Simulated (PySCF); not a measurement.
**Nb²⁺: ionisation energy**

Nb²⁺ [Kr] 4d3 (4F) → Nb³⁺ [Kr] 4d2 (3F), as a difference of total energies. Computed with PySCF 2.14 in aug-cc-pwCVTZ-DK (11s10p8d4f3g, 136 functions), with the spin-free X2C one-electron Hamiltonian (Gaussian nucleus). Correlated levels: valence: [Kr] frozen; valence and next inner shell: [Ar] 3d10 frozen. The calculations carry no spin-orbit coupling.

```csv
method,ionisation energy (eV),plus first-order spin-orbit estimate,difference from reference of that sum (eV)
UHF,24.207,24.184,-0.856
LDA,25.634,25.610,+0.570
PBE,25.505,25.482,+0.442
PBE0,25.406,25.382,+0.342
r2SCAN,25.447,25.424,+0.384
M06-L,25.212,25.189,+0.149
B97-3,25.163,25.140,+0.100
TPSS,25.286,25.262,+0.222
MP2 (valence),24.539,24.516,-0.524
SCS-MP2 (valence),24.318,24.294,-0.746
MP2 (valence and next inner shell),25.068,25.045,+0.005
SCS-MP2 (valence and next inner shell),24.839,24.816,-0.224
```

Reference: 25.04 eV (semi-empirical (NIST evaluation); NIST Atomic Spectra Database, ionization energies).

A first-order spin-orbit estimate (lowest level to lowest level, LS coupling) adds -0.024 eV.
